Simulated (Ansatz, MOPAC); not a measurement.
System: hydrogen telluride, H2Te, net charge 0, singlet state. SMILES: [TeH2]

Atoms: Te1, H2, H3. Bonds: Te1-H2, Te1-H3.

Bond lengths (Å) and angles (degrees) optimised at PM7 with MOPAC; HF/3-21G with Ansatz (a program for electronic structure); PBE/6-31G* with LANL2DZ past Ar with Ansatz; B3LYP/LANL2DZ with Ansatz, each started from the B3LYP-D3(BJ)/def2-TZVP structure (Ansatz) of the last column. A row stands for all coordinates that are equal there. 6-31G* holds six Cartesian d functions. No wavenumbers were computed at PBE/6-31G* with LANL2DZ past Ar, B3LYP/LANL2DZ, so these may be saddle points.

| coordinate | PM7 | HF/3-21G | PBE/6-31G* with LANL2DZ past Ar | B3LYP/LANL2DZ | B3LYP-D3(BJ)/def2-TZVP |
|---|---|---|---|---|---|
| Te1-H2 | 1.644 | 1.679 | 1.690 | 1.673 | 1.661 |
| H2-Te1-H3 | 117.5 | 92.0 | 89.7 | 90.3 | 90.4 |

Mean signed difference of all 2 bond lengths from B3LYP-D3(BJ)/def2-TZVP: PM7 -0.017 Å, HF/3-21G 0.017 Å, PBE/6-31G* with LANL2DZ past Ar 0.029 Å, B3LYP/LANL2DZ 0.012 Å.
